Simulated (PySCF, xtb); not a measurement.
H₄P, SMILES [PH4+], charge +1.

Harmonic wavenumbers (cm⁻¹) from GFN2-xTB (xtb) at its own minimum, in rising order: 872, 872, 872, 1011, 1011, 2348, 2464, 2465, 2465.

Q: What does B3LYP-D3(BJ)/def2-TZVPD in PySCF give at its own minimum? (Estimate from the structure and the level; the computed values follow.)

A: 993, 993, 993, 1136, 1136, 2498, 2550, 2550, 2550. Paired by order, the mean absolute difference is 113 cm⁻¹ and the zero-point energies are 20.6 and 22.0 kcal/mol.
